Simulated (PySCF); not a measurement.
Computed shifts of a molecule C3H9FSi, PySCF with PBE/pcSseg-1, GIAO, gas phase, atoms alike by connectivity averaged where their shifts nearly agree, in ppm (number of nuclei): ¹³C: 13.4 (1), 8.7 (1), -0.7 (1). ²⁹Si: 32.6 (1). ¹⁹F: -224.2 (1). ¹H: 5.53 (1), 1.22 (1), 1.15 (3), 1.01 (1), 0.54 (3). References: ¹³C against TMS (σ = 182.0 ppm); ²⁹Si against TMS (σ = 335.4 ppm); ¹⁹F against CFCl3 (σ = 133.6 ppm); ¹H against TMS (σ = 31.49 ppm), references at their B3LYP-D3(BJ)/def2-TZVP geometries, non-relativistic. Geometry optimised at PBE0-D3(BJ)/def2-SVP. Other conformers were not sampled.

**Question.** Identify the compound among the candidates.
(A) CC[Si@H](C)F
(B) CC(C)(F)[SiH3]
(C) C[Si](C)(C)F
(D) CC[C@H](F)[SiH3]

**Answer.** A, CC[Si@H](C)F
